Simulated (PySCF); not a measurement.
BO, SMILES O=[B] (connectivity only; charge and spin as stated), charge +1, multiplicity 1. Heavy atoms are numbered as in [B:1]=[O:2].

Geometry optimised at r2SCAN-D4/def2-TZVPD. The spin state was assumed, not searched.

Calculation: HF/pcSseg-2 (PySCF).

GIAO shieldings, no solvent; atoms alike by connectivity are averaged. δ = σ(ref) − σ: ¹¹B against BF3 (σ = 104.0 ppm); ¹⁷O against H2O (σ = 326.0 ppm), references at their B3LYP-D3(BJ)/def2-TZVP geometries, non-relativistic.

```csv
nucleus,atoms,count,δ (ppm)
¹¹B,B1,1,44.6
¹⁷O,O2,1,-63.8
```
